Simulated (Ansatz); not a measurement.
Program: Ansatz. Geometries: PBE0-D4/def2-TZVP. ΔE: electronic, gas phase. CCSD(T)/CBS is the MP2 limit (def2-TZVPP, def2-QZVPP) plus CCSD(T) − MP2 in def2-TZVPP, frozen cores. DFT in def2-TZVPP. B3LYP here is the variant with VWN-RPA as its local correlation; programs differ in this. For Ge outer-core shells are correlated without core-valence functions, which leaves a few kJ/mol of doubt a bond. Scalar relativity is left out up to krypton. Each species was taken in one conformer, which may not be the lowest.

`[SiH3]O[Si](Cl)(Cl)Cl` + `[OH][GeH]` → `[SiH3][O][GeH]` + `O[Si](Cl)(Cl)Cl`  (ligand exchange at the Si–O bond)

`[SiH3]O[Si](Cl)(Cl)Cl`:

Cartesian coordinates in Å:
```
Si -0.585 -1.366 0.686
O -0.471 0.123 -0.013
Si 0.441 1.281 -0.633
Cl 1.757 1.956 0.755
Cl -0.747 2.804 -1.228
Cl 1.480 0.577 -2.227
H -2.020 -1.625 0.938
H 0.174 -1.367 1.960
H -0.029 -2.384 -0.238
```

`[OH][GeH]`:

Cartesian coordinates in Å:
```
O -0.464 -0.625 -0.322
Ge 0.740 0.424 0.488
H -0.243 -1.555 -0.224
H -0.034 1.756 0.059
```

`[SiH3][O][GeH]`:

```xyz
7

Si   -0.022   -0.991    0.319
O     0.305    0.586   -0.007
Ge   -0.524    1.861   -0.950
H    -1.297   -1.411   -0.329
H    -0.141   -1.173    1.788
H     1.085   -1.837   -0.194
H     0.594    2.965   -0.626
```

`O[Si](Cl)(Cl)Cl`:

Cartesian coordinates in Å:
```
O 1.321 -0.208 -0.188
Si -0.252 0.149 -0.080
Cl -1.406 -1.484 -0.440
Cl -0.725 0.847 1.768
Cl -0.618 1.567 -1.466
H 1.680 -0.870 0.406
```

```tsv
level	ΔE (kcal/mol)
PBE0-D4	3.1
ωB97M-V	3.1
r2SCAN	3.0
B3LYP	2.7
```

(1) What does CCSD(T)/CBS give? (Best estimate.)

Largest T1 diagnostic among the species: 0.016.

## Answers

(1) Ansatz gave: +3.4 kcal/mol. The listed levels differ from it by -0.3, -0.3, -0.4, -0.7 kcal/mol.

The D4 term adds +0.8 kcal/mol with B3LYP and +0.6 kcal/mol with PBE0; it sums over pairs of atoms, weighted by their polarisabilities, and B3LYP, whose exchange is more repulsive, gets the larger term.
